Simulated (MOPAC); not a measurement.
A run for MOPAC: AM1 on H3IPbSi (SMILES [SiH3][Pb][I]), a point of a torsion scan.

```
AM1 1SCF PRECISE CHARGE=0 THREADS=1
H3IPbSi

Si    -0.79632748 1     0.00609582 1     0.01705765 1
Pb     1.47784038 1     1.46123560 1    -0.07428772 1
I      2.99716196 1    -0.19128894 1     1.51690274 1
H     -1.12660529 1    -0.58360618 1     1.31152255 1
H     -1.97300376 1     0.80610179 1    -0.34608527 1
H     -0.80869463 1    -1.11209638 1    -0.92910060 1
```

Output:

```
*******************************************************************************
 **                                                                           **
 **                              MOPAC v23.2.5                                **
 **                                                                           **
 *******************************************************************************
 ** MOPAC's Digital Object Identifier: https://doi.org/10.5281/zenodo.6511958 **
 **                                                                           **
 ** Please cite the open-source release paper for use of this MOPAC version:  **
 ** J. E. Moussa and J. J. P. Stewart (2026)                                  **
 ** MOPAC: An open-source semiempirical molecular orbital program             **
 ** J. Open Source Softw., 11(119), 8025, https://doi.org/10.21105/joss.08025 **
 *******************************************************************************

                              AM1 CALCULATION RESULTS

 *******************************************************************************
 *  AM1        - The AM1 Hamiltonian to be used
 *
 *
 *
 *                 CHARGE ON SYSTEM = 0
 *
 *
 *
 *  PRECISE    - TIGHTER CRITERIA TO BE USED
 *  1SCF       - DO 1 SCF AND THEN STOP
 *  THREADS=1  - MULTI-THREADING NOT USED
 *  T=         - A TIME OF 172800.0 SECONDS REQUESTED
 *  DUMP=N     - RESTART FILE WRITTEN EVERY 7200.0 SECONDS REQUESTED
 *******************************************************************************
AM1 1SCF PRECISE CHARGE=0 THREADS=1
 H3IPbSi

   ATOM   CHEMICAL          X               Y               Z
  NUMBER   SYMBOL      (ANGSTROMS)     (ANGSTROMS)     (ANGSTROMS)

     1      Si         -0.79632748  *   0.00609582  *   0.01705765  *
     2      Pb          1.47784038  *   1.46123560  *  -0.07428772  *
     3       I          2.99716196  *  -0.19128894  *   1.51690274  *
     4       H         -1.12660529  *  -0.58360618  *   1.31152255  *
     5       H         -1.97300376  *   0.80610179  *  -0.34608527  *
     6       H         -0.80869463  *  -1.11209638  *  -0.92910060  *



          CARTESIAN COORDINATES

    NO.       ATOM           X           Y           Z

     1        Si         -0.7963      0.0061      0.0171
     2        Pb          1.4778      1.4612     -0.0743
     3         I          2.9972     -0.1913      1.5169
     4         H         -1.1266     -0.5836      1.3115
     5         H         -1.9730      0.8061     -0.3461
     6         H         -0.8087     -1.1121     -0.9291

  H: (AM1): M.J.S. DEWAR ET AL, J. AM. CHEM. SOC. 107 3902-3909 (1985)
 Si: (AM1): M.J.S.DEWAR, C. JIE, ORGANOMETALLICS, 6, 1486-1490 (1987).
  I: (AM1): M.J.S. DEWAR AND E. G. ZOEBISCH, THEOCHEM, 180, 1 (1988).
 Pb: (AM1): J. J. P. STEWART, J. MOL. MOD., 10, 155-164 (2004)

           Empirical Formula: H3 Si Pb I  =     6 atoms



      MOLECULAR POINT GROUP   :   C1


      RHF CALCULATION, NO. OF DOUBLY OCCUPIED LEVELS = 9


 -------------------------------------------------------------------------------
 AM1 1SCF PRECISE CHARGE=0 THREADS=1
 H3IPbSi



     1SCF WAS SPECIFIED, SO BFGS WAS NOT USED
     SCF FIELD WAS ACHIEVED


                              AM1 CALCULATION
                                                       MOPAC v23.2.5 Linux




          FINAL HEAT OF FORMATION =         34.57302 KCAL/MOL =     144.65353 KJ/MOL


          COSMO AREA              =        150.01 SQUARE ANGSTROMS
          COSMO VOLUME            =        149.16 CUBIC ANGSTROMS

          IONIZATION POTENTIAL    =          8.897854 EV
          HOMO LUMO ENERGIES (EV) =         -8.898 -2.618
          NO. OF FILLED LEVELS    =          9
          MOLECULAR WEIGHT        =        365.2137         POINT GROUP:  C1

          MOLECULAR DIMENSIONS (Angstroms)

            Atom       Atom       Distance
            H     5    I     3     5.40075
           Pb     2    H     4     3.24190
           Pb     2    H     6     2.03147


          SCF CALCULATIONS        =          1





   ATOM   CHEMICAL          X               Y               Z
  NUMBER   SYMBOL      (ANGSTROMS)     (ANGSTROMS)     (ANGSTROMS)

     1      Si         -0.79632748  *   0.00609582  *   0.01705765  *
     2      Pb          1.47784038  *   1.46123560  *  -0.07428772  *
     3       I          2.99716196  *  -0.19128894  *   1.51690274  *
     4       H         -1.12660529  *  -0.58360618  *   1.31152255  *
     5       H         -1.97300376  *   0.80610179  *  -0.34608527  *
     6       H         -0.80869463  *  -1.11209638  *  -0.92910060  *

                             CARTESIAN COORDINATES

   1   Si       -0.796327480     0.006095820     0.017057650
   2   Pb        1.477840380     1.461235600    -0.074287720
   3    I        2.997161960    -0.191288940     1.516902740
   4    H       -1.126605290    -0.583606180     1.311522550
   5    H       -1.973003760     0.806101790    -0.346085270
   6    H       -0.808694630    -1.112096380    -0.929100600


           Empirical Formula: H3 Si Pb I  =     6 atoms



      MOLECULAR POINT GROUP   :   C1


                  EIGENVALUES
 -29.38630 -18.36712 -15.22708 -12.14005 -12.11137 -10.70846 -10.31230 -10.24680
  -8.89785  -2.61785  -1.93265  -1.43555   1.58803   1.65224   2.73927


              NET ATOMIC CHARGES AND DIPOLE CONTRIBUTIONS

  ATOM NO.   TYPE          CHARGE      No. of ELECS.   s-Pop       p-Pop
    1         Si          -0.007889        4.0079     0.90732     3.10057
    2         Pb           0.440220        3.5598     1.93775     1.62203
    3          I          -0.200957        7.2010     1.97444     5.22652
    4          H          -0.075655        1.0757     1.07565
    5          H          -0.079153        1.0792     1.07915
    6          H          -0.076567        1.0766     1.07657
 DIPOLE           X         Y         Z       TOTAL
 POINT-CHG.     1.719     3.589    -1.625     4.298
 HYBRID        -1.754    -1.545     0.304     2.357
 SUM           -0.035     2.044    -1.321     2.434


          ATOMIC ORBITAL ELECTRON POPULATIONS

     Atom    s        px        py        pz
    1 Si   0.90732   1.14701   1.01122   0.94234
    2 Pb   1.93775   0.67593   0.60771   0.33840
    3  I   1.97444   1.77069   1.74476   1.71107
    4  H   1.07565
    5  H   1.07915
    6  H   1.07657

 **********************
 *                    *
 * JOB ENDED NORMALLY *
 *                    *
 **********************




 == MOPAC DONE ==
```

The run finished.

Cost: about 0.020 core-seconds (a rough figure).
